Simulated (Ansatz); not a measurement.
A CCSD(T) single point on `[CH3][GeH2][C](=N)Cl`.

```yaml
crystal:
  periodic: [false, false, false]
  atoms:
    - {symbol: C, position_ang: [-1.275102, 0.321332, -1.123364]}
    - {symbol: Ge, position_ang: [0.134100, -0.722282, -0.283478]}
    - {symbol: C, position_ang: [1.114756, 0.414704, 1.006405]}
    - {symbol: N, position_ang: [1.323938, 0.245133, 2.227596]}
    - {symbol: Cl, position_ang: [1.756875, 1.878246, 0.264047]}
    - {symbol: H, position_ang: [-0.837719, 1.181171, -1.631058]}
    - {symbol: H, position_ang: [-1.981262, 0.675343, -0.372014]}
    - {symbol: H, position_ang: [-1.809916, -0.287608, -1.853132]}
    - {symbol: H, position_ang: [1.151786, -1.238802, -1.312020]}
    - {symbol: H, position_ang: [-0.419712, -1.895053, 0.550122]}
    - {symbol: H, position_ang: [0.907656, -0.629085, 2.547696]}
basis:
  gaussian: {orbitals: def2-SVP}
correlation: {method: ccsd_t}
```

```sh
$ ansatz run in.yaml --threads 4 --pin off --events-out ev --progress --plain --max-ram 10444MiB
```

Output of Ansatz, abridged:

```
Functional definition: HF
1221 factors; integrals over basis functions are off by at most 1.2e-3 eV
mean field evaluation 1: about -72596.6671 eV, gradient 3.6e1 eV
mean field evaluation 2: about -72596.7683 eV, gradient 3.6e1 eV
mean field evaluation 4: about -72600.2199 eV, gradient 4.1e0 eV
mean field evaluation 8: about -72600.3056 eV, gradient 5.1e-1 eV
mean field evaluation 16: about -72600.1128 eV, gradient 4.0e0 eV
mean field -72600.30794382 eV, -2668.0121066791 hartree, gradient 8.5e-6 eV, S^2 0.000000; 0 other end points of the search recorded, 0 dependent functions left out
17 core orbitals not correlated: weight in the atoms' cores, before any rotation towards them, 1.000 or more for the frozen orbitals, at most 0.000 for the correlated occupied ones
reference -72600.30794382 eV, -2668.0121066791 hartree; 20, 20 occupied and 85, 85 virtual orbitals, 1221 factors
second order -21.96093619 eV of doubles, -0.00000000 eV of singles
cycle   1  -22.34246618 eV  change   -3.8e-1 eV  update   1.1e-1
cycle   2  -23.00330280 eV  change   -6.6e-1 eV  update   3.4e-2
cycle   3  -23.13026573 eV  change   -1.3e-1 eV  update   1.6e-2
cycle   4  -23.12465991 eV  change    5.6e-3 eV  update   3.9e-3
cycle   5  -23.12661828 eV  change   -2.0e-3 eV  update   1.6e-3
cycle   6  -23.12637430 eV  change    2.4e-4 eV  update   4.2e-4
cycle   7  -23.12621190 eV  change    1.6e-4 eV  update   1.7e-4
cycle   8  -23.12622746 eV  change   -1.6e-5 eV  update   6.3e-5
cycle   9  -23.12621669 eV  change    1.1e-5 eV  update   2.5e-5
perturbative correction -0.75374483 eV, -0.0276996116 hartree
Total energy: -72624.18790534 eV, -2668.8896790786 hartree
```

It took 12 s on 4 threads of an Arm Neoverse V2 on a shared host, with 0.7 GiB of host memory at the peak.

The correlation energy is -23.880 eV, 3.2 % of it from (T); the T1 diagnostic reads 0.0111.
